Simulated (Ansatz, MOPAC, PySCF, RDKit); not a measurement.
Noncovalent pair: CH4 (SMILES C) (first 5 atoms) with COS (SMILES O=C=S); geometry from B3LYP-D3(BJ)/def2-TZVP, rigid monomers moved along the line of their centres of mass till C1···C7 is 4.07 Å.
(charge 0, multiplicity 1):
```xyz
8

C     -0.04974     0.02689     0.19317
H      0.14767    -1.00241     0.48964
H     -0.99912     0.35234     0.61572
H      0.75133     0.66744     0.55964
H     -0.09600     0.08912    -0.89312
O     -1.36861     0.33363     4.08174
C     -0.29311    -0.05312     4.25109
S      1.16044    -0.57590     4.48063
```

Counterpoise-corrected where a basis set is named; no monomer relaxation. Rows marked so take none.

Frozen-core correlation. Rows in 3-21G, 6-31G* carry no dispersion term and start afresh at each structure (6-31G* with six Cartesian d functions). MP2/6-31G* freezes PySCF's default core. The state that AM1 reach isn't checked.

The values were computed with Ansatz (an electronic-structure program) with Gaussian orbitals; MOPAC for AM1 (differences of heats of formation); PySCF for 3-21G rows, 6-31G* rows, the dispersion terms; RDKit for the force fields. Each number belongs to the level named beside it.

| level | interaction energy (meV) |
|---|---|
| MMFF94 | -21.4 |
| AM1 | 5.8 |
| HF/3-21G (no counterpoise) | -11.6 |
| HF/6-31G* | 1.8 |
| PBE/def2-TZVPPD | -12.0 |
| PBE0/def2-TZVPPD | -9.4 |
| PBE0-D4/def2-TZVPPD | -31.2 |
| MP2/6-31G* (no counterpoise) | -22.2 |
| MP2/aug-cc-pV(D+d)Z | ? |

Problem. Complete the blanks.

Solution. 
- MP2/aug-cc-pV(D+d)Z, interaction energy (meV): -26.9
